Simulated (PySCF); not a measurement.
Vibration and rotation of BeIn

PBE constants of BeIn, ²Π (doublet), unpaired electrons π ↑ (basis Be x2c-SVPall, In x2c-SVPall; spin-free X2C with a Gaussian nucleus; PySCF 2.14; masses 9.0122 and 114.9039 u):

```
ωe              : 329.5 cm⁻¹
ωexe            : 3.28 cm⁻¹
Be              : 0.30657 cm⁻¹
αe              : 0.00384 cm⁻¹
D (centrifugal) : 1.06e-06 cm⁻¹
De to Be + In   : 0.84 eV
```

Give the vibrational terms G(v) and spacings up to v = 6.

G(v) = ωe(v+½) − ωexe(v+½)².

```tsv
v	G(v) (cm⁻¹)	G(v) − G(v−1)	Bv (cm⁻¹)
0	163.9		0.3047
1	486.9	322.9	0.3008
2	803.2	316.4	0.2970
3	1113.1	309.8	0.2931
4	1416.3	303.3	0.2893
5	1713.0	296.7	0.2854
6	2003.2	290.1	0.2816
```

How well does the Morse estimate ωe²/(4ωexe) reproduce De, and what is D0?

It gives 1.03 eV, 122 % of the computed De. D0 = De − G(0) = 0.84 − 0.02 = 0.82 eV.

These are scalar-relativistic numbers at best; spin–orbit coupling would shift them, the dissociation energy most. The state was picked by a PBE0 search and need not be the measured ground state.
